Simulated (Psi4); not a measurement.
C$_{4}$H$_{12}$O$_{4}$Ti, triplet, at a GFN2-xTB geometry (such geometries of metal compounds can be far from the true shape) (the multiplicity is a formal guess); SCAN/STO-3G run with Psi4.

Here is a job for Psi4.
```
memory 2 GB

molecule mol {
0 3
  Ti    0.204284    0.017191    0.189437
  O    -1.571759    0.209059    0.434869
  C    -1.712229    0.899428    1.633109
  H    -0.905057    1.658386    1.736976
  H    -2.689270    1.408940    1.657970
  H    -1.643834    0.208144    2.491368
  O     0.911061   -0.810057   -1.309416
  C     0.099714   -0.837388   -2.423750
  H     0.299348    0.046917   -3.059341
  H     0.323356   -1.728741   -3.033875
  H    -0.977188   -0.835995   -2.149458
  O     0.705810   -1.194917    1.456381
  C     0.460128   -2.444631    0.958792
  H     0.832872   -2.481667   -0.098797
  H     1.010626   -3.207250    1.535328
  H    -0.620418   -2.685508    0.945586
  O     0.771383    1.731214    0.002322
  C     0.091789    2.389257   -1.001726
  H    -0.968311    2.056679   -1.048429
  H     0.124660    3.478187   -0.829921
  H     0.550601    2.181313   -1.986817
}

set basis sto-3g
set reference uks

energy('scan')
print_variables()
```

The log (banner, timings and long lists left out):

```
   => Loading Basis Set <=

    Name: STO-3G
    Role: ORBITAL
    Keyword: BASIS

         ---------------------------------------------------------
                                   SCF
               by Justin Turney, Rob Parrish, Andy Simmonett
                          and Daniel G. A. Smith
                              UKS Reference
         ---------------------------------------------------------

  ==> Geometry <==

    Molecular point group: c1
    Full point group: C1

    Geometry (in Angstrom), charge = 0, multiplicity = 3:

       Center              X                  Y                   Z               Mass
    ------------   -----------------  -----------------  -----------------  -----------------
         TI           0.172726961767     0.017367949118     0.162961901829    47.947941980000
         O           -1.603316038233     0.209235949118     0.408393901829    15.994914619570
         C           -1.743786038233     0.899604949118     1.606633901829    12.000000000000
         H           -0.936614038233     1.658562949118     1.710500901829     1.007825032230
         H           -2.720827038233     1.409116949118     1.631494901829     1.007825032230
         H           -1.675391038233     0.208320949118     2.464892901829     1.007825032230
         O            0.879503961767    -0.809880050882    -1.335891098171    15.994914619570
         C            0.068156961767    -0.837211050882    -2.450225098171    12.000000000000
         H            0.267790961767     0.047093949118    -3.085816098171     1.007825032230
         H            0.291798961767    -1.728564050882    -3.060350098171     1.007825032230
         H           -1.008745038233    -0.835818050882    -2.175933098171     1.007825032230
         O            0.674252961767    -1.194740050882     1.429905901829    15.994914619570
         C            0.428570961767    -2.444454050882     0.932316901829    12.000000000000
         H            0.801314961767    -2.481490050882    -0.125272098171     1.007825032230
         H            0.979068961767    -3.207073050882     1.508852901829     1.007825032230
         H           -0.651975038233    -2.685331050882     0.919110901829     1.007825032230
         O            0.739825961767     1.731390949118    -0.024153098171    15.994914619570
         C            0.060231961767     2.389433949118    -1.028201098171    12.000000000000
         H           -0.999868038233     2.056855949118    -1.074904098171     1.007825032230
         H            0.093102961767     3.478363949118    -0.856396098171     1.007825032230
         H            0.519043961767     2.181489949118    -2.013292098171     1.007825032230

  Running in c1 symmetry.

  Rotational constants: A =      0.04883  B =      0.04227  C =      0.02975 [cm^-1]
  Rotational constants: A =   1463.74201  B =   1267.09223  C =    891.73749 [MHz]
  Nuclear repulsion =  750.479954606647198

  Charge       = 0
  Multiplicity = 3
  Electrons    = 90
  Nalpha       = 46
  Nbeta        = 44

  ==> Algorithm <==

  SCF Algorithm Type is DF.
  DIIS enabled.
  MOM disabled.
  Fractional occupation disabled.
  Guess Type is SAD.
  Energy threshold   = 1.00e-06
  Density threshold  = 1.00e-06
  Integral threshold = 1.00e-12

  ==> Primary Basis <==

  Basis Set: STO-3G
    Blend: STO-3G
    Number of shells: 44
    Number of basis functions: 70
    Number of Cartesian functions: 71
    Spherical Harmonics?: true
    Max angular momentum: 2

  ==> DFT Potential <==

   => LibXC <=

    Version 7.1.2
    S. Lehtola, C. Steigemann, M. J. T. Oliveira, and M. A. L. Marques,  SoftwareX 7, 1–5 (2018) (10.1016/j.softx.2017.11.002)

   => Composite Functional: SCAN <=

    SCAN Meta-GGA XC Functional  (10.1103/PhysRevLett.115.036402)
    J. Sun, A. Ruzsinszky, J. P. Perdew  Phys. Rev. Lett. 115, 036402, 2015

    Deriv               =              1
    GGA                 =           TRUE
    Meta                =           TRUE

[...]
   @DF-UKS iter   7: -1295.21358071808208   -4.85877e-02   3.11834e-03 DIIS/ADIIS
   @DF-UKS iter   8: -1295.22442906963784   -1.08484e-02   2.50098e-03 DIIS/ADIIS
   @DF-UKS iter   9: -1295.25315434981030   -2.87253e-02   4.71713e-04 DIIS/ADIIS
   @DF-UKS iter  10: -1295.25325167525170   -9.73254e-05   4.51765e-04 DIIS/ADIIS
   @DF-UKS iter  11: -1295.23891316523577    1.43385e-02   1.87639e-03 DIIS/ADIIS
   @DF-UKS iter  12: -1295.25402884226719   -1.51157e-02   1.44757e-04 DIIS/ADIIS
   @DF-UKS iter  13: -1295.25397837479363    5.04675e-05   1.82702e-04 DIIS/ADIIS
   @DF-UKS iter  14: -1295.25251520862707    1.46317e-03   6.17963e-04 DIIS/ADIIS
   @DF-UKS iter  15: -1295.25296198467413   -4.46776e-04   5.24982e-04 DIIS/ADIIS
   @DF-UKS iter  16: -1295.25356388488353   -6.01900e-04   3.63353e-04 DIIS/ADIIS
   @DF-UKS iter  17: -1295.25401009644156   -4.46212e-04   1.59517e-04 DIIS/ADIIS
   @DF-UKS iter  18: -1295.25408105888914   -7.09624e-05   9.18957e-05 DIIS
   @DF-UKS iter  19: -1295.25411361018223   -3.25513e-05   2.67617e-05 DIIS
   @DF-UKS iter  20: -1295.25411653262654   -2.92244e-06   4.30459e-06 DIIS
   @DF-UKS iter  21: -1295.25411637793195    1.54695e-07   7.44526e-06 DIIS
   @DF-UKS iter  22: -1295.25411661102271   -2.33091e-07   1.02727e-07 DIIS
  Energy and wave function converged.

  ==> Post-Iterations <==

   Electrons on quadrature grid:
      Nalpha   =   46.0000188040 ; deviation = 1.880e-05
      Nbeta    =   44.0000095440 ; deviation = 9.544e-06
      Ntotal   =   90.0000283479 ; deviation = 2.835e-05

   @Spin Contamination Metric:   3.078261548E-03
   @S^2 Expected:                2.000000000E+00
   @S^2 Observed:                2.003078262E+00
   @S   Expected:                1.000000000E+00
   @S   Observed:                1.000000000E+00

    Orbital Energies [Eh]
    ---------------------

    Alpha Occupied:

[...]
      46A      0.079294

    Alpha Virtual:

[...]
    Beta Occupied:

[...]
    Beta Virtual:

[...]
    Final Occupation by Irrep:
              A
    DOCC [    44 ]
    SOCC [     2 ]
    NA   [    46 ]
    NB   [    44 ]

  @DF-UKS Final Energy: -1295.25411661102271

   => Energetics <=

    Nuclear Repulsion Energy =            750.4799546066471976
    One-Electron Energy =               -3268.7802456293002251
    Two-Electron Energy =                1325.6148671937762629
    DFT Exchange-Correlation Energy =    -102.5686927821458170
    Empirical Dispersion Energy =           0.0000000000000000
    VV10 Nonlocal Energy =                  0.0000000000000000
    Total Energy =                      -1295.2541166110227095

  UHF NO Occupations:
  HONO-2 :   44  A 1.9993974
  HONO-1 :   45  A 1.0000000
  HONO-0 :   46  A 1.0000000
  LUNO+0 :   47  A 0.0006026
  LUNO+1 :   48  A 0.0003407
  LUNO+2 :   49  A 0.0002193
  LUNO+3 :   50  A 0.0000946

Computation Completed

Properties will be evaluated at   0.000000,   0.000000,   0.000000 [a0]

Properties computed using the SCF density matrix

 Multipole Moments:

 ------------------------------------------------------------------------------------
     Multipole            Electronic (a.u.)      Nuclear  (a.u.)        Total (a.u.)
 ------------------------------------------------------------------------------------

 L = 1.  Multiply by 2.5417464519 to convert [e a0] to [Debye]
 Dipole X            :          4.9373600           -5.3670649           -0.4297049
 Dipole Y            :         -0.1245976            0.0300852           -0.0945124
 Dipole Z            :          3.8866765           -4.5027578           -0.6160814
 Magnitude           :                                                    0.7570569

 ------------------------------------------------------------------------------------

  Variable Map:
  ----------------------------------------------------------------------------
[...]
  Array Variable Map:
  ----------------------------------------------------------------------------
[...]
[...]
```
